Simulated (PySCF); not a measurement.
Coordinates in bohr (charge 1 multiplicity 1):
```
Se    0.0000    0.0000   -2.2092
Cu    2.9171    0.0000    0.9347
Cu   -1.4586    2.5262    0.9347
Cu   -1.4585   -2.5263    0.9347
```

All numbers come from PySCF, PBE0, basis Se def2-SVP, Cu def2-SVP (no relativity, density fitting).

This geometry of [Cu3Se]+ is a stationary point at this level.

**Question.** What is the point group?

**Answer.** C3v.

**Question.** Is it a minimum?

**Answer.** Yes: all harmonic wavenumbers are real.

**Question.** Which band is strongest in the infrared?

**Answer.** 239 cm⁻¹ (e), 17 km/mol.

**Question.** Give the atomic charges and bond orders.

**Answer.** 
```json
{"atom": "Se1", "Mulliken": "-0.11", "Löwdin": "0.07", "polar tensor": "-0.36", "Mayer order to Se1": "–"}
{"atom": "Cu2,3,4", "Mulliken": "0.37", "Löwdin": "0.31", "polar tensor": "0.45", "Mayer order to Se1": "0.89"}
```

**Question.** Give the ideal-gas entropy at 298.15 K and 1 bar by parts.

**Answer.** translation 178.6, rotation 114.2, vibration 69.7, spin 0.0; total 362.5 J/(mol K).

Only a few start shapes were tried, so a lower isomer may exist.
